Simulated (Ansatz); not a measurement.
Relaxation of ClGaH₅N (8 atoms, charge 0, multiplicity 1), to a largest force component of 0.03 eV/Å in at most 50 steps.

All numbers below come from Ansatz 0.2.0, RKS BHLYP-D4/def2-SVP.

```xyz
8
Properties=species:S:1:pos:R:3
Ga 0.029 0.417 -0.071
Cl -0.151 0.554 2.144
H 1.476 0.566 -0.606
H -1.327 0.370 -0.815
N 0.104 -2.517 0.957
H -0.572 -3.252 0.790
H 0.998 -2.954 1.138
H -0.168 -2.000 1.807
```

**Question.** Where does it end, and by what steps?

**Answer.** The forces met the threshold. After 7 steps the energy has fallen by 0.801 eV; H6 moved furthest, 0.62 Å. Joined: Ga1–N5 (3.11 → 2.13 Å).

```tsv
step	energy less start (eV)	largest force component (eV/Å)	accepted
0	0.0000	0.909	yes
1	-0.2385	0.609	yes
2	-0.5540	0.770	yes
3	-0.7561	0.596	yes
4	-0.7848	0.502	yes
5	-0.7996	0.167	yes
6	-0.8007	0.036	yes
7	-0.8010	0.013	yes
```

```xyz
8
Properties=species:S:1:pos:R:3
Ga 0.035 -0.105 0.173
Cl -0.195 0.726 2.215
H 1.472 0.072 -0.416
H -1.290 -0.091 -0.657
N 0.088 -2.114 0.888
H -0.589 -2.732 0.457
H 1.003 -2.540 0.811
H -0.136 -2.032 1.874
```

Whether the end is a true minimum wasn't checked by a vibrational analysis.

Time of the run: 9.6 s on 2 threads of Intel(R) Xeon(R) 6975P-C (Granite Rapids), with other jobs on the host, peak memory 0.2 GiB.
